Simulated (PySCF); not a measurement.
hexafluoro-2-butyne (C4F6), SMILES C(F)(F)(F)C#CC(F)(F)F.

Coordinates come from a PBE-D3(BJ)/def2-SVP optimisation.

Method: PBE0/def2-SVP in PySCF.

Gas-phase values at a fixed geometry.

Computed frontier levels, gap, dipole moment and polarisability:
The highest occupied level is -9.94 eV. The lowest empty level is -1.34 eV. The orbital gap is 8.61 eV and the dipole moment comes out as 0.00 D. The quadrupole, principal values (traceless, Buckingham form, about the centre of nuclear charge) comes out as -3.13, 1.57, 1.57 D·Å and the mean static polarisability is 40.3 bohr³ (5.97 Å³). The polarisability, principal values is 30.3, 30.3, 60.3 bohr³.
